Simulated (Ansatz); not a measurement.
H$_{8}$Ge$_{2}$Si (SMILES [GeH3][SiH2][GeH3]), singlet, at a GFN2-xTB geometry, with bond 11-3 at 2.4 times its length; CASSCF(4,4)/STO-3G (Ansatz, a quantum-chemistry and plane-wave program).

The Ansatz input:
Ansatz 0.2 input:
```yaml
crystal:
  periodic: [false, false, false]
  atoms:
    - {symbol: Si, position_ang: [-0.03291802, -0.57713211, -0.91085473]}
    - {symbol: Ge, position_ang: [1.88988268, 0.45981391, -0.07403076]}
    - {symbol: Ge, position_ang: [-1.87522015, -0.20229448, 0.47994341]}
    - {symbol: H, position_ang: [0.20137694, -2.01861226, -1.03785832]}
    - {symbol: H, position_ang: [-0.32184500, -0.07099451, -2.25596927]}
    - {symbol: H, position_ang: [2.46510160, 1.54086593, -0.94049729]}
    - {symbol: H, position_ang: [1.71504282, 1.13986085, 1.25306796]}
    - {symbol: H, position_ang: [3.05880630, -0.45164796, 0.15795211]}
    - {symbol: H, position_ang: [-2.84110485, -1.34549813, 0.58212661]}
    - {symbol: H, position_ang: [-2.74940872, 0.95326672, 0.09142629]}
    - {symbol: H, position_ang: [-1.06185499, 0.50398131, 3.91811050]}
basis:
  gaussian:
    orbitals: STO-3G
hamiltonian:
  xc: hf
magnetization: {spin_polarized: false}
correlation: {active_space: {window: {electrons: 4, orbitals: 4}}}
```

Q: Write the output that Ansatz gives for this input, abridged.

A: 
```
Functional definition: HF
564 factors; integrals over basis functions are off by at most 3.7e-5 eV
mean field evaluation 1: about -119547.4476 eV, gradient 1.6e1 eV
mean field evaluation 2: about -119547.4576 eV, gradient 1.6e1 eV
mean field evaluation 4: about -119552.1542 eV, gradient 7.7e0 eV
mean field evaluation 8: about -119552.7793 eV, gradient 1.2e-1 eV
mean field evaluation 16: about -119551.1450 eV, gradient 1.6e-6 eV
mean field -119552.77771641 eV, -4393.4835452949 hartree, gradient 4.9e-6 eV, S^2 0.000000; 1 other end points of the search recorded, 0 dependent functions left out
reference -119552.77771641 eV, -4393.4835452949 hartree; 43, 43 occupied and 10, 10 virtual orbitals, 564 factors
state -119558.04245830 eV, -4393.6770209905 hartree
Total energy: -119558.04245830 eV, -4393.6770209905 hartree
```
